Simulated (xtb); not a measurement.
Si(F)(H)2(nPr) (C₃H₉FSi), SMILES CCC[SiH2]F. All values are semi-empirical tight-binding results from xtb (GFN2-xTB unless named), good for trends rather than for accurate numbers. Coordinates come from a GFN2-xTB optimisation. The values are those of a single conformer.

Optimised geometry:

Bond lengths (Å): Si1–F2 1.615, Si1–C3 1.897, Si1–H6 1.457, Si1–H7 1.457, C3–C4 1.528, C3–H8 1.093, C3–H9 1.093, C4–C5 1.523, C4–H10 1.094, C4–H11 1.092, C5–H12 1.087, C5–H13 1.088, C5–H14 1.088. Bond angles (°): F2–Si1–C3 106.4, F2–Si1–H6 103.9, F2–Si1–H7 104.5, C3–Si1–H6 114.5, C3–Si1–H7 112.7, H6–Si1–H7 113.6, Si1–C3–C4 114.9, Si1–C3–H8 108.5, Si1–C3–H9 109.7, C4–C3–H8 108.6, C4–C3–H9 108.7, H8–C3–H9 106.1, C3–C4–C5 112.5, C3–C4–H10 109.2, C3–C4–H11 109.5, C5–C4–H10 108.9, C5–C4–H11 109.3, H10–C4–H11 107.4, C4–C5–H12 110.6, C4–C5–H13 110.5, C4–C5–H14 110.4, H12–C5–H13 108.4, H12–C5–H14 108.4, H13–C5–H14 108.3.

Computed properties:
```
Quantity                                         Value
---------------------------------------  -------------
orbital gap                                    5.92 eV
dipole moment                                   2.04 D
zero-point energy                        70.3 kcal/mol
G − E(el) at 298.15 K (modified RRHO)    50.5 kcal/mol
static polarisability (D4 model)            68.7 bohr³
solvation energy, GFN2-xTB/ALPB(water)   -0.4 kcal/mol
solvation energy, GFN2-xTB/ALPB(ch2cl2)  -3.5 kcal/mol
```

Computed atomic charges and the Wiberg bond orders between heavy atoms:
charges (e) Si1 0.54, F2 -0.29, C3 -0.16, C4 -0.05, C5 -0.11, H6 -0.07, H7 -0.07, H8 0.03, H9 0.03, H10 0.03, H11 0.02, H12 0.03, H13 0.04, H14 0.04. Bond orders Si1–F2 1.07, Si1–C3 0.90, C3–C4 1.02, C4–C5 1.02.
